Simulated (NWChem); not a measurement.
CH5MgNO; SMILES C[O][Mg][NH2]

```xyz
9

Mg    -0.4988    -0.6073     0.0012
O     -0.4120     1.1650     0.0005
C     -0.3411     2.5333    -0.0001
H     -0.9412     2.9866     0.8156
H      0.6970     2.9024     0.1305
H     -0.7149     2.9741    -0.9471
N     -0.5903    -2.4914     0.0019
H     -0.6347    -3.0947    -0.8138
H     -0.6074    -3.0952     0.8184
```
Atoms are numbered in this order, from 1.

All runs: NWChem. Pople sets run with spherical d functions. STO-3G and 3-21G are far too small for this property and stand as cheap habits. Coordinates come from a PBE0/def2-SVP optimisation. GIAO values for the isolated, static molecule; σ is the absolute isotropic shielding, δ = σ(reference) − σ with the isolated reference molecule computed at the same levels (13C: tetramethylsilane, 1H: tetramethylsilane, 15N: ammonia, 17O: water).

```json
[
 {"level": "BHandHLYP/pcSseg-1", "σ Mg1 (ppm)": "518.3", "δ O2 (ppm)": "-50.0", "δ C3 (ppm)": "54.1", "δ H4 (rotor mean) (ppm)": "3.84", "δ N7 (ppm)": "-49.3", "δ H8 (ppm)": "-1.96", "δ H9 (ppm)": "-1.97"},
 {"level": "Hartree-Fock/STO-3G", "σ Mg1 (ppm)": "530.3", "δ O2 (ppm)": "-111.3", "δ C3 (ppm)": "45.1", "δ H4 (rotor mean) (ppm)": "0.98", "δ N7 (ppm)": "-33.7", "δ H8 (ppm)": "-2.95", "δ H9 (ppm)": "-2.96"},
 {"level": "LDA (Slater exchange, VWN5)/pcSseg-1", "σ Mg1 (ppm)": "487.5", "δ O2 (ppm)": "-32.4", "δ C3 (ppm)": "58.7", "δ H4 (rotor mean) (ppm)": "4.37", "δ N7 (ppm)": "-44.6", "δ H8 (ppm)": "-2.14", "δ H9 (ppm)": "-2.14"},
 {"level": "B3LYP/6-311G**", "σ Mg1 (ppm)": "516.2", "δ O2 (ppm)": "?", "δ C3 (ppm)": "?", "δ H4 (rotor mean) (ppm)": "?", "δ N7 (ppm)": "?", "δ H8 (ppm)": "?", "δ H9 (ppm)": "?"}
]
```

### Question
Complete the blanks.

### Answer

- B3LYP/6-311G**, δ O2 (ppm): -14.2
- B3LYP/6-311G**, δ C3 (ppm): 55.7
- B3LYP/6-311G**, δ H4 (rotor mean) (ppm): 4.05
- B3LYP/6-311G**, δ N7 (ppm): -33.1
- B3LYP/6-311G**, δ H8 (ppm): -1.61
- B3LYP/6-311G**, δ H9 (ppm): -1.61
